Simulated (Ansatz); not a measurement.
A search over several starts for the lowest SCF solution of W₄Se₈⁻ at the given spin, in a small basis.

```yaml
crystal:
  periodic: [false, false, false]
  atoms:
    - {symbol: W, position_ang: [-2.276309, 0.346528, 0.663031]}
    - {symbol: W, position_ang: [2.137359, -0.957584, 0.246419]}
    - {symbol: W, position_ang: [0.189893, 1.358598, 0.141166]}
    - {symbol: W, position_ang: [0.039980, -0.609412, -1.416146]}
    - {symbol: Se, position_ang: [2.593600, 1.358027, 0.925007]}
    - {symbol: Se, position_ang: [0.198676, 1.718987, -2.327477]}
    - {symbol: Se, position_ang: [-0.245502, -1.143528, 1.139724]}
    - {symbol: Se, position_ang: [2.336055, -1.286806, -2.174329]}
    - {symbol: Se, position_ang: [3.108897, -2.709907, 1.408738]}
    - {symbol: Se, position_ang: [-2.589917, -0.804228, -1.468066]}
    - {symbol: Se, position_ang: [-3.600734, -0.013059, 2.522952]}
    - {symbol: Se, position_ang: [-1.891999, 2.742393, 0.338979]}
basis:
  gaussian: {orbitals: def2-SVP, initial_orbitals: start.molden}
total_charge: -1
magnetization: {spin_polarized: true, initial_magnetization: 1}
hamiltonian: {xc: pbe, dispersion: d4}
output: {orbitals: {seedname: orbitals}}
```

The file start.molden holds the orbitals of an earlier run on this structure, at another level or in another basis.

```sh
$ ansatz run in.yaml --threads 2 --pin off --events-out ev --progress --plain --max-ram 32768MiB --backend cuda --devices 0, --max-vram 18GiB
```

Shortened log:

```
Functional definition: PBE
3996 factors; their error is unknown
mean field evaluation 1: about -529983.4362 eV, gradient 2.0e-1 eV
mean field evaluation 2: about -529982.6309 eV, gradient 1.3e-3 eV
mean field evaluation 4: about -529982.6309 eV, gradient 1.8e-5 eV
mean field evaluation 8: about -529982.6309 eV, gradient 3.3e-5 eV
mean field evaluation 16: about -529983.3215 eV, gradient 2.5e0 eV
mean field evaluation 32: about -529980.9350 eV, gradient 8.6e0 eV
mean field evaluation 64: about -529981.5471 eV, gradient 3.4e0 eV
mean field evaluation 96: about -529982.3376 eV, gradient 1.3e0 eV
mean field -529982.63088709 eV, -19476.5024499708 hartree, gradient 6.3e-6 eV, S^2 0.763470; 11 other end points of the search recorded, 0 dependent functions left out
reference -529982.63095904 eV, -19476.5024526150 hartree; 165, 164 occupied and 219, 220 virtual orbitals, 3996 factors
Total energy: -529984.34609089 eV, -19476.5654825478 hartree
```

Run time 26 s (2 threads of AMD EPYC 7R13 on a shared host and a share (18 GiB) of an NVIDIA H100 80GB HBM3), peak host memory 1.4 GiB.

In the def2 sets W takes a core potential; there is no spin–orbit coupling. Another isomer (doublet) lies 0.89 eV lower at PBE0-D4/def2-TZVP; other spin states weren't run for this one.
